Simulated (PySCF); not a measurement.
## C4H11N2Si: g tensor and hyperfine couplings

C₄H₁₁N₂Si (doublet state).
Atom-mapped SMILES: `[CH2:1]=[CH:2][C@H:3]([CH3:4])[NH:5][SiH:6][NH2:7]` (hydrogens: H8, H9 on C1; H10 on C2; H11 on C3; H12, H13, H14 on C4; H15 on N5; H16 on Si6; H17, H18 on N7)

Geometry (GFN2-xTB, Å), atoms numbered from 1 in this order:
```
atom  x, y, z in Å
C1    -1.7733    2.1216    0.1715
C2    -1.1837    0.9430    0.2390
C3    -0.7125    0.1510   -0.9499
C4    -1.3855   -1.2179   -0.9740
N5     0.7276    0.0056   -0.9279
Si6    1.5858   -1.0938    0.0804
N7     3.2480   -0.7345   -0.2739
H8    -2.0698    2.6673    1.0517
H9    -1.9925    2.5904   -0.7746
H10   -0.9632    0.4860    1.1947
H11   -0.9833    0.6924   -1.8685
H12   -2.4592   -1.1015   -1.1017
H13   -0.9890   -1.8075   -1.7958
H14   -1.1919   -1.7454   -0.0436
H15    1.1882    0.8959   -1.0800
H16    1.4884   -0.9302    1.5382
H17    3.5135   -0.6435   -1.2413
H18    3.9437   -1.2726    0.2144
```

The hyperfine couplings belong to this conformer and change with its torsions.

Computed, not measured: UKS B3LYP, pcH-1 on C H N Si, non-relativistic, mean-field spin-orbit, GIAO (PySCF 2.14.0). The structure is a single GFN2-xTB conformer in the gas phase; no vibrational or solvent corrections. A GFN2-xTB geometry isn't a minimum of the functional, and hyperfine couplings can be far from their values at a DFT geometry, by a factor of two or more for some ions and for spin on atoms past the first row. The SCF solution wasn't tested for stability.

```
g1, g2, g3                      : 2.00215, 2.00234, 2.00274
g_iso                           : 2.00241
Form of g                       : rhombic: the two nearest values differ by 33 % of g3 − g1
⟨S²⟩                            : 0.7518 (exact 0.7500)
α and β electrons               : 32, 31
HOMO–LUMO gap, α and β orbitals : 4.79, 4.75 eV
```

Isotropic coupling and dipolar principal values T1 to T3, in MHz:

```json
{"atom": "C1", "isotope": "13C", "a_iso": "-0.1", "of which spin–orbit": "0.0", "T1": "-0.2", "T2": "-0.1", "T3": "0.3", "Mulliken spin population": "0.00"}
{"atom": "C2", "isotope": "13C", "a_iso": "0.8", "of which spin–orbit": "0.0", "T1": "-0.5", "T2": "-0.1", "T3": "0.6", "Mulliken spin population": "0.00"}
{"atom": "C3", "isotope": "13C", "a_iso": "-2.2", "of which spin–orbit": "0.0", "T1": "-0.6", "T2": "-0.5", "T3": "1.1", "Mulliken spin population": "0.00"}
{"atom": "C4", "isotope": "13C", "a_iso": "4.6", "of which spin–orbit": "0.0", "T1": "-1.7", "T2": "-0.8", "T3": "2.5", "Mulliken spin population": "0.01"}
{"atom": "N5", "isotope": "14N", "a_iso": "34.1", "of which spin–orbit": "0.0", "T1": "-2.8", "T2": "-2.7", "T3": "5.6", "Mulliken spin population": "0.03"}
{"atom": "Si6", "isotope": "29Si", "a_iso": "-594.5", "of which spin–orbit": "0.9", "T1": "-134.6", "T2": "64.9", "T3": "69.7", "Mulliken spin population": "0.74"}
{"atom": "N7", "isotope": "14N", "a_iso": "2.8", "of which spin–orbit": "0.0", "T1": "-7.4", "T2": "-7.3", "T3": "14.7", "Mulliken spin population": "0.11"}
{"atom": "H8", "isotope": "1H", "a_iso": "0.2", "of which spin–orbit": "0.0", "T1": "-0.4", "T2": "-0.4", "T3": "0.9", "Mulliken spin population": "0.00"}
{"atom": "H9", "isotope": "1H", "a_iso": "0.1", "of which spin–orbit": "0.0", "T1": "-0.5", "T2": "-0.5", "T3": "0.9", "Mulliken spin population": "0.00"}
{"atom": "H10", "isotope": "1H", "a_iso": "0.0", "of which spin–orbit": "0.0", "T1": "-1.7", "T2": "-1.3", "T3": "3.0", "Mulliken spin population": "0.00"}
{"atom": "H11", "isotope": "1H", "a_iso": "-0.3", "of which spin–orbit": "0.0", "T1": "-1.5", "T2": "-1.1", "T3": "2.5", "Mulliken spin population": "0.00"}
{"atom": "H12", "isotope": "1H", "a_iso": "5.3", "of which spin–orbit": "0.0", "T1": "-1.6", "T2": "-1.0", "T3": "2.6", "Mulliken spin population": "0.00"}
{"atom": "H13", "isotope": "1H", "a_iso": "1.2", "of which spin–orbit": "0.0", "T1": "-3.0", "T2": "-1.5", "T3": "4.5", "Mulliken spin population": "0.00"}
{"atom": "H14", "isotope": "1H", "a_iso": "5.1", "of which spin–orbit": "0.0", "T1": "-5.1", "T2": "-2.1", "T3": "7.2", "Mulliken spin population": "0.00"}
{"atom": "H15", "isotope": "1H", "a_iso": "38.0", "of which spin–orbit": "0.0", "T1": "-4.6", "T2": "-1.4", "T3": "6.0", "Mulliken spin population": "0.02"}
{"atom": "H16", "isotope": "1H", "a_iso": "202.6", "of which spin–orbit": "0.0", "T1": "-6.9", "T2": "-0.7", "T3": "7.5", "Mulliken spin population": "0.10"}
{"atom": "H17", "isotope": "1H", "a_iso": "-8.2", "of which spin–orbit": "0.0", "T1": "-9.4", "T2": "-2.7", "T3": "12.0", "Mulliken spin population": "0.00"}
{"atom": "H18", "isotope": "1H", "a_iso": "-7.1", "of which spin–orbit": "0.0", "T1": "-8.9", "T2": "-2.8", "T3": "11.7", "Mulliken spin population": "0.00"}
```

The Mulliken spin populations are largest on Si6 (+0.74), N7 (+0.11) and H16 (+0.10). Si6 is the only atom above +0.15. The angles at Si6 add up to 325.6°, so it is pyramidal.

Under fast tumbling the dipolar parts average out, and these isotropic splittings remain: 1 × 1H (H16, I = 1/2, 2 lines) with 7.23 mT, 1 × 1H (H15, I = 1/2, 2 lines) with 1.36 mT, 1 × 14N (N5, I = 1, 3 lines) with 1.22 mT, 2 × 1H (H17/H18, I = 1/2, 3 lines) with 0.27 mT, 3 × 1H (H12/H13/H14, I = 1/2, 4 lines) with 0.14 mT and 1 × 14N (N7, I = 1, 3 lines) with 0.10 mT.

Nuclei that the bonding pattern makes equivalent are averaged, as if the motion that swaps them (rotation, inversion, ring flip) were fast.

The 29Si coupling of Si6 (-594.5 MHz) shows only in satellite lines or after enrichment, since that isotope makes up about 4.7 % of natural silicon.

β density exceeds α density at some nuclei, such as C3 (-0.0019) and H17/H18 (-0.0017), spin density in bohr⁻³. In a single determinant that takes different orbitals for the two spins, that is spin polarisation.

On one thread, Arm Neoverse V1 (aarch64), on a shared host, this took 88 s of wall time (with the writing of density and orbital grids) and 0.96 GiB of memory at its peak.
